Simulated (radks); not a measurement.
Values are calculated unless marked as measured or tabulated.
Radial electron density D(r) = 4 pi r^2 rho(r) of an atom or ion with 55 electrons. Level of theory: Dirac Kohn-Sham, PBE, spin-unpolarised, spherical densities, point nucleus (a radial shooting solver on a logarithmic mesh with Libxc functionals).

r (bohr),D(r) (e/bohr)
0.002343,9.334
0.00275,11.96
0.003227,15.22
0.003757,18.96
0.004409,23.66
0.005173,29.16
0.006023,35.09
0.007068,41.95
0.008294,49.20
0.009656,56.05
0.01133,62.72
0.0133,68.17
0.0156,71.75
0.01817,73.00
0.02132,71.99
0.02502,69.15
0.02912,65.93
0.03418,63.75
0.04011,64.66
0.04669,69.34
0.05479,77.65
0.0643,86.77
0.07546,92.68
0.08784,92.24
0.1031,85.07
0.121,74.82
0.1408,68.05
0.1653,68.37
0.1939,74.74
0.2258,79.34
0.2649,74.84
0.3109,59.50
0.3649,40.85
0.4248,29.23
0.4985,27.09
0.585,30.35
0.681,31.21
0.7991,26.52
0.9378,18.67
1.092,12.22
1.281,8.395
1.503,6.826
1.764,5.845
2.054,4.617
2.41,3.083
2.829,1.751
3.293,0.9242
3.864,0.4825
4.535,0.3042
5.279,0.2323
6.195,0.1740
7.27,0.1122
8.532,0.05916
9.932,0.02624
11.66,0.008672
13.68,0.002119
15.92,0.0004060

What is the nuclear charge?

Answer. Z = 55. The innermost maximum, from 1s, lies near gamma/Z bohr with gamma = sqrt(1 - (Z/c)^2) = 0.916, here 0.0167 bohr (found: 0.0183), and its height grows with Z. The density is that of neutral caesium in [Xe] 6s1; the configuration itself is not fixed sharply by these data, and Z only to a few units. D(r) has 4 maxima, at r = 0.0183, 0.0804, 0.229, 0.649 bohr, and minima at 0.0356, 0.151, 0.475 bohr, inside which lie 2.02, 11.18, 28.93 electrons.
